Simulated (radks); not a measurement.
Values are calculated unless marked as measured or tabulated.
The germanium anion Ge4-, [Kr], held by a Watson sphere: a shell of charge +4 at radius R that stands for the Madelung well of a crystal (potential energy -4/R inside, -4/r outside, in hartree with lengths in bohr). Code: a radial shooting solver on a logarithmic mesh with Libxc functionals. Model: scalar-relativistic Kohn-Sham, PBEsol, spin-polarised, spherical densities, point nucleus. Response by self-consistent Sternheimer equations with the Hartree and adiabatic LDA kernel, the relativistic mass of each level held fixed and spin-orbit coupling left out. The sphere does not respond.

R (bohr)  e(3d) (eV)  e(4s) (eV)  e(4p) (eV)  <r> 4p (bohr)  sum of <r^2> (bohr^2)  X-ray form factor at sin(theta)/lambda = 0.3 1/angstrom  alpha (bohr^3)
2.62         -27.920     -14.021      -6.727          2.754                  74.95                                                   21.784           52.43
3.95         -26.495     -10.634      -4.579          3.510                  111.1                                                   22.023           146.7
3.96         -26.492     -10.618      -4.567          3.516                  111.4                                                   22.024           147.8
5.2          -26.351      -9.393      -3.391          4.254                  153.9                                                   22.055           345.1

Estimate the row for R = 4.8 bohr.

Answer. e(3d) (eV) -26.361; e(4s) (eV) -9.654; e(4p) (eV) -3.700; <r> 4p (bohr) 4.014; sum of <r^2> (bohr^2) 139.2; X-ray form factor at sin(theta)/lambda = 0.3 1/angstrom 22.052; alpha (bohr^3) 267.0.
